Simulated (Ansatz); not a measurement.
Species: C₃H₈BS, charge 0, multiplicity 2. It need not be the lowest isomer of its formula. SMILES: S(B(C)C)[CH2]
Coordinates optimised at B3LYP-D3(BJ)/def2-TZVP (Ansatz, an electronic-structure program):
```xyz
13

C      1.9351    -0.8214    -0.1818
S      0.9797     0.5408     0.1978
B     -0.7592     0.0786    -0.0025
C     -1.1861    -1.3612    -0.4535
C     -1.7945     1.2149     0.3059
H      1.5003    -1.7613    -0.4816
H      3.0063    -0.7143    -0.1122
H     -0.8176    -2.1218     0.2426
H     -0.7596    -1.6152    -1.4294
H     -2.2695    -1.4704    -0.5241
H     -2.4808     0.8845     1.0939
H     -1.3624     2.1690     0.6099
H     -2.4230     1.3900    -0.5747
```
Charge 0, spin multiplicity 2.

Computed values are from Ansatz. Valence correlation only, unless marked. UHF or UKS for open shells. No spin-orbit coupling. No relativistic terms. CBS marks a two-point X^-3 extrapolation of the correlation energy; Hartree-Fock from the larger set.

```yaml
atomisation energy De: 4913.6 kJ/mol at CCSD(T)/CBS(cc-pV(T+d)Z,cc-pV(Q+d)Z)
total_energy: -541.5170 Eh at CCSD(T)/CBS(cc-pV(T+d)Z,cc-pV(Q+d)Z)
dipole_moment: 0.97 D at CCSD(T)/aug-cc-pV(D+d)Z
T1 diagnostic: 0.017 at CCSD/cc-pV(Q+d)Z
```
